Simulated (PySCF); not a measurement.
B(CF3)(F)(H), SMILES B(C(F)(F)F)F, B3LYP/def2-SVP optimised geometry.

```
7

B      0.48    -0.50     0.00
C     -0.35     0.89     0.00
F     -1.68     0.73     0.02
F     -0.03     1.60    -1.10
F     -0.01     1.63     1.08
F     -0.18    -1.63     0.00
H      1.68    -0.50     0.00
```

Density from B3LYP/def2-TZVP (PySCF 2.14.0) at that geometry.

Minimum of the electron density along straight lines between bonded atoms, close to the bond critical point (lines longer than 1.1 times the sum of covalent radii, or with two minima, are not listed):

```json
[
 {"bond": "B1–C2", "length / Å": "1.611", "ρ at the minimum / e bohr⁻³": "0.189", "∇²ρ there / e bohr⁻⁵": "-0.35", "position (fraction from the first atom)": "0.32"},
 {"bond": "C2–F3", "length / Å": "1.341", "ρ at the minimum / e bohr⁻³": "0.283", "∇²ρ there / e bohr⁻⁵": "-0.45", "position (fraction from the first atom)": "0.34"},
 {"bond": "C2–F4", "length / Å": "1.351", "ρ at the minimum / e bohr⁻³": "0.276", "∇²ρ there / e bohr⁻⁵": "-0.47", "position (fraction from the first atom)": "0.34"},
 {"bond": "C2–F5", "length / Å": "1.351", "ρ at the minimum / e bohr⁻³": "0.277", "∇²ρ there / e bohr⁻⁵": "-0.46", "position (fraction from the first atom)": "0.34"},
 {"bond": "B1–F6", "length / Å": "1.310", "ρ at the minimum / e bohr⁻³": "___", "∇²ρ there / e bohr⁻⁵": "___", "position (fraction from the first atom)": "0.34"},
 {"bond": "B1–H7", "length / Å": "1.202", "ρ at the minimum / e bohr⁻³": "0.194", "∇²ρ there / e bohr⁻⁵": "___", "position (fraction from the first atom)": "0.44"}
]
```

Task: What belongs in the gaps?

Result: 
- B1–F6, ρ at the minimum / e bohr⁻³: 0.211
- B1–F6, ∇²ρ there / e bohr⁻⁵: 1.36
- B1–H7, ∇²ρ there / e bohr⁻⁵: -0.53
